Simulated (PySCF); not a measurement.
**Stationary points of LaF₃**

Method: PySCF, PBE, basis La def2-TZVP with ECP46, F def2-TZVP (scalar-relativistic core potentials, no spin–orbit coupling, density fitting).

Relaxations began from a few typed shapes. The search is not exhaustive: other isomers or separated fragments can lie lower, and high-lying points may rest on an excited occupation.

Order these stationary points by electronic energy, lowest first, in kJ/mol from the lowest minimum.
A. singlet C3v: La–F 2.157 Å (×3); F–La–F 113.9° (×3)
B. singlet D3h: La–F 2.167 Å (×3); F–La–F 120.0° (×3)

A (0.0), B (3.8).

Which of them are minima?

By energy in kJ/mol, 0.0: minimum; 3.8: saddle point, 1 imaginary mode.

Formally La is in oxidation state +3, with 0 electrons left for the f, d and s shells; the Mulliken f population is 0.18.
